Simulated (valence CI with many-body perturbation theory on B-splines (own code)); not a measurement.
## Which ion has this spectrum?

A relativistic CI+MBPT calculation for an atom or ion with 15 electrons gives these levels (eV):

| J | Parity | E | g |
| --- | --- | --- | --- |
| 3/2 | odd | 0.00 | 1.34 |
| 3/2 | even | 241.74 | 0.78 |
| 5/2 | even | 353.67 | 1.19 |
| 3/2 | odd | 415.51 | 1.45 |
| 5/2 | odd | 427.80 | 1.18 |
| 1/2 | odd | 444.01 | 0.65 |
| 5/2 | even | 601.52 | 1.45 |
| 3/2 | even | 632.24 | 1.14 |
| 1/2 | even | 634.85 | 2.02 |
| 5/2 | even | 654.36 | 0.96 |
| 1/2 | even | 657.94 | 0.22 |
| 3/2 | even | 658.36 | 0.90 |
| 7/2 | even | 667.27 | 1.02 |
| 5/2 | even | 698.74 | 1.15 |

The energies are calculated, and their last digits are not significant.

Question: Which is it?
A. W59+
B. Ir62+
C. Re60+
D. Au64+

Answer: B. Ir62+, ground level (3s^2 3p1/2^2 3p3/2) J=3/2.
